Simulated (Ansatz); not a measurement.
The cluster Ti4Al⁺. The state is a singlet with charge 1. Geometry B3LYP-D4/def2-SVP.

```xyz
5

Ti    0.900    1.186   -0.202
Ti    1.825   -0.197    0.604
Ti   -0.402   -1.201   -0.806
Ti   -1.586    0.190   -1.086
Al   -0.736    0.023    1.490
```

The restricted singlet is unstable towards broken spin symmetry in Hartree–Fock (as tested in another run); at HF/STO-3G, PBE-D4/def2-SVP, r2SCAN-D4/def2-TZVP, PBE0-D4/def2-SVP and others this wasn't settled. No other spin state of charge 1 was run. Another isomer (singlet) lies 0.28 eV lower at PBE0-D4/def2-TZVP; other spin states weren't run for this one.

Q: Estimate the orbital energies around the gap (eV) in Ansatz with HF/STO-3G, PBE-D4/def2-SVP, r2SCAN-D4/def2-TZVP, PBE0-D4/def2-SVP, BHLYP-D4/def2-TZVP.

A: 
```tsv
orbital	HF/STO-3G	PBE-D4/def2-SVP	r2SCAN-D4/def2-TZVP	PBE0-D4/def2-SVP	BHLYP-D4/def2-TZVP
HOMO−5	-9.81	-8.74	-9.05	-10.11	-11.49
HOMO−4	-9.69	-8.63	-9.00	-10.05	-11.45
HOMO−3	-9.01	-8.15	-8.31	-9.04	-9.80
HOMO−2	-7.57	-8.08	-8.30	-8.96	-9.58
HOMO−1	-7.20	-7.67	-7.94	-8.45	-9.23
HOMO	-5.70	-7.61	-7.80	-8.39	-9.11
LUMO	-0.04	-7.48	-7.42	-6.51	-5.57
LUMO+1	1.16	-7.21	-7.14	-6.26	-5.24
LUMO+2	1.20	-6.86	-6.89	-6.02	-5.17
LUMO+3	1.24	-6.54	-6.54	-5.67	-5.09
LUMO+4	1.56	-6.29	-6.28	-5.61	-4.80
LUMO+5	1.86	-5.65	-5.64	-4.95	-4.39
```
